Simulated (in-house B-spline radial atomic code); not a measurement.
PBE excitations of Cr6+

Method: PBE. Computed with a B-spline radial code for spherical atoms: linear response of the closed shell [Ne] 3s2 3p6 with the functional's adiabatic kernel; non-relativistic, point nucleus, no spin-orbit coupling, no double excitations, S, P, D and F terms only. Only terms of natural parity with L up to 3 were computed.

Command:
```bash
python run_td.py task.json out
```
Settings (radii: box in bohr, nucleus in fm):
```
Z                        24
electrons                18
configuration            [Ne] 3s2 3p6
hamiltonian              nr
method                   pbe,pbe
box_radius               14.35
intervals                52
```

Time taken, with all properties: 0.6 s on 1 thread of Intel(R) Xeon(R) Platinum 8488C (Sapphire Rapids), on a shared host.

The lowest states, in the order of their Tamm-Dancoff energies; the method's threshold (minus the highest occupied level) is 148.41 eV. Labels give the largest channel, * marks a mixed state, and oscillator strengths are full-response dipole values. Semilocal kernels can invert the small singlet-triplet splittings of Rydberg terms. Energies in eV:

```json
{"state": "3p → 3d 3P", "full response": "42.26", "Tamm-Dancoff": "42.42", "oscillator strength": "-"}
{"state": "3p → 3d 3F", "full response": "42.70", "Tamm-Dancoff": "42.88", "oscillator strength": "-"}
{"state": "3p → 3d 1F", "full response": "46.80", "Tamm-Dancoff": "46.82", "oscillator strength": "-"}
{"state": "3p → 3d 1P", "full response": "60.46", "Tamm-Dancoff": "63.17", "oscillator strength": "3.44"}
{"state": "3s → 3d 3D", "full response": "?", "Tamm-Dancoff": "?", "oscillator strength": "-"}
{"state": "3s → 3d 1D", "full response": "77.26", "Tamm-Dancoff": "77.38", "oscillator strength": "-"}
{"state": "3p → 4s 3P", "full response": "80.76", "Tamm-Dancoff": "80.77", "oscillator strength": "-"}
{"state": "3p → 4s 1P", "full response": "81.65", "Tamm-Dancoff": "81.70", "oscillator strength": "0.259"}
{"state": "3p → 4p 3S", "full response": "88.77", "Tamm-Dancoff": "88.79", "oscillator strength": "-"}
{"state": "3p → 4p 3D", "full response": "89.50", "Tamm-Dancoff": "89.52", "oscillator strength": "-"}
{"state": "3p → 4p 1D", "full response": "90.11", "Tamm-Dancoff": "90.12", "oscillator strength": "-"}
{"state": "3p → 4p 1S", "full response": "93.74", "Tamm-Dancoff": "93.99", "oscillator strength": "-"}
{"state": "3p → 4d 3P", "full response": "102.75", "Tamm-Dancoff": "102.76", "oscillator strength": "-"}
{"state": "3p → 4d 3F", "full response": "102.91", "Tamm-Dancoff": "102.92", "oscillator strength": "-"}
{"state": "3p → 4d 1F", "full response": "103.27", "Tamm-Dancoff": "103.28", "oscillator strength": "-"}
{"state": "3p → 4d 1P", "full response": "?", "Tamm-Dancoff": "?", "oscillator strength": "?"}
{"state": "3s → 4s 3S", "full response": "109.62", "Tamm-Dancoff": "109.63", "oscillator strength": "-"}
{"state": "3s → 4s 1S", "full response": "111.28", "Tamm-Dancoff": "111.36", "oscillator strength": "-"}
{"state": "3p → 4f 3D", "full response": "112.68", "Tamm-Dancoff": "112.69", "oscillator strength": "-"}
{"state": "3p → 5s 3P", "full response": "113.51", "Tamm-Dancoff": "113.51", "oscillator strength": "-"}
{"state": "3p → 4f 1D", "full response": "113.67", "Tamm-Dancoff": "113.69", "oscillator strength": "-"}
{"state": "3p → 5s 1P", "full response": "113.77", "Tamm-Dancoff": "113.78", "oscillator strength": "0.059"}
```

Q: Where does 3s → 3d 3D lie?

A: At 72.46 eV in full response, 72.52 eV in Tamm-Dancoff.

Q: Where does 3p → 4d 1P lie?

A: At 104.10 eV in full response, 104.21 eV in Tamm-Dancoff, oscillator strength 0.193.

Q: How large is the singlet-triplet splitting of 3p → 3d (F terms) in Tamm-Dancoff?

A: 3.94 eV, from the unrounded values.

Q: What polarisabilities and dispersion coefficient does the method give?

A: Dipole 0.8179 bohr³, quadrupole 0.725 bohr⁵, C6 1.263 hartree·bohr⁶ for two such species.
